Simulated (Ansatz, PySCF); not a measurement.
Zr(Cl)2(OH)(NH2) (Cl2H3NOZr), SMILES [NH2][Zr]([OH])([Cl])[Cl], multiplicity 1. Atoms are numbered in the order given.

```xyz
8

Zr    -0.2884     0.0200    -0.1603
Cl     1.1328     1.3103     1.2495
Cl     0.8118    -2.0345    -0.6514
O     -0.8178     0.9632    -1.7295
H     -0.8753     1.4420    -2.5603
N     -1.9962    -0.3806     0.8328
H     -2.9413    -0.1261     0.5467
H     -2.0474    -0.8816     1.7211
```
Charge 0, spin multiplicity 1.

Geometry optimised at B3LYP-D3(BJ)/def2-SVP. The spin state was assumed, not searched. The structure was generated by enumeration; whether it is a known compound was not checked. The def2 effective core potentials stand for the cores of Zr; spin–orbit coupling is left out. The values are those of a single conformer.

Two levels are set side by side: PBE-D3(BJ)/def2-SVP (Ansatz, a quantum-chemistry and plane-wave program) and B3LYP-D3(BJ)/def2-SVP (Ansatz). Each level has its own optimised geometry; the coordinates shown are those of the second. Frequencies come from the Hessian of PySCF at each geometry. Differences are taken from unrounded values.

| quantity | B3LYP-D3(BJ) | PBE-D3(BJ) | PBE-D3(BJ) minus B3LYP-D3(BJ) |
|---|---|---|---|
| mean bond length (Å) | 1.670 | 1.673 | 0.003 |
| bond Zr1–Cl2 (Å) | 2.382 | 2.379 | -0.003 |
| bond Zr1–Cl3 (Å) | 2.382 | 2.379 | -0.003 |
| bond Zr1–O4 (Å) | 1.906 | 1.909 | 0.003 |
| bond Zr1–N6 (Å) | 2.016 | 2.017 | 0.002 |
| bond O4–H5 (Å) | 0.961 | 0.968 | 0.008 |
| bond N6–H7 (Å) | 1.020 | 1.026 | 0.007 |
| bond N6–H8 (Å) | 1.021 | 1.028 | 0.007 |
| highest harmonic wavenumber (cm⁻¹) | 3946 | 3848 | -98 |
| mean harmonic wavenumber (cm⁻¹) | 959 | 934 | -25 |
| zero-point energy (kcal/mol) | 24.68 | 24.04 | -0.64 |
